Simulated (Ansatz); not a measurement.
Gas-phase electronic energies from Ansatz, PBE0-D4/def2-TZVP geometries. CCSD(T)/CBS is the MP2 limit (def2-TZVPP, def2-QZVPP) plus CCSD(T) − MP2 in def2-TZVPP, frozen cores. This one scheme is used for every species. def2 core potentials past Kr. For Y outer-core shells are correlated without core-valence functions, which leaves a few kJ/mol of doubt a bond. One conformer a species, not always the lowest.

Reaction (ligand exchange at a Y–Cl bond): `C[O][Y]([Cl])[O]C` + CH₃OH → `C[O][Y]([O]C)[O]C` + HCl

```json
{"species": "`C[O][Y]([Cl])[O]C`", "HF/def2-QZVPP energy (Eh)": "-726.69461"}
{"species": "CH₃OH", "HF/def2-QZVPP energy (Eh)": "-115.10098"}
{"species": "`C[O][Y]([O]C)[O]C`", "HF/def2-QZVPP energy (Eh)": "-381.65090"}
{"species": "HCl", "HF/def2-QZVPP energy (Eh)": "-460.11222"}
```

Work out ΔE.

ΔE = (-381.65090) + (-460.11222) − (-726.69461) − (-115.10098) = 0.03247 Eh = +85.2 kJ/mol. CCSD(T)/CBS gives +66.9 kJ/mol.

Largest T1 diagnostic among the species: 0.014.

From PBE to PBE0 (25 % exact exchange), in def2-TZVPP and without D4, ΔE moves by +8.0 kJ/mol. Leaving LDA and LC-ωPBE aside and taking each functional with its dispersion term where it has one, the values, not all of them listed here, spread over 16.5 kJ/mol, from BLYP-D4 to r2SCAN0-D4. LDA lies −6.8 kJ/mol from PBE without D4.
